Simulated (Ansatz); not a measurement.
Potential energy curve for HBr, singlet.

Levels: RMP2 = MP2 on RHF/def2-SVP, cores with 3d frozen in Ansatz (a quantum-chemistry and plane-wave program); RHF/def2-SVP (Ansatz); FCI = full CI/def2-SVP, cores with 3d frozen in Ansatz.

Total energies in hartree (comparable only within one method and basis):

```csv
R / Å,RMP2,RHF,FCI
1.15,-2572.75823,-2572.62874,-2572.77596
1.23,-2572.79175,-2572.66200,-2572.80972
1.28,-2572.80413,-2572.67416,-2572.82228
1.35,-2572.81336,-2572.68306,-2572.83183
1.40,-2572.81556,-2572.68499,-2572.83430
1.42,-2572.81563,-2572.68493,-2572.83448
1.44,-2572.81529,-2572.68448,-2572.83428
1.48,-2572.81359,-2572.68251,-2572.83285
1.57,-2572.80582,-2572.67406,-2572.82584
1.67,-2572.79304,-2572.66035,-2572.81416
1.75,-2572.78111,-2572.64751,-2572.80333
1.90,-2572.75729,-2572.62154,-2572.78217
2.12,-2572.72348,-2572.58349,-2572.75385
2.37,-2572.69066,-2572.54421,-2572.72942
2.56,-2572.67060,-2572.51807,-2572.71671
2.84,-2572.64873,-2572.48533,-2572.70539
3.16,-2572.63398,-2572.45544,-2572.69936
3.48,-2572.62851,-2572.43225,-2572.69691
3.84,-2572.63113,-2572.41262,-2572.69589
4.30,-2572.64387,-2572.39502,-2572.69549
4.98,-2572.67276,-2572.37908,-2572.69536
5.68,-2572.70704,-2572.36961,-2572.69535
```

The restricted form behind RMP2, RHF keeps the bonding electrons paired and can't separate into open-shell fragments. The T1 diagnostic of CCSD on the restricted reference of RMP2 exceeds 0.045 at 3.48 to 5.68 Å.
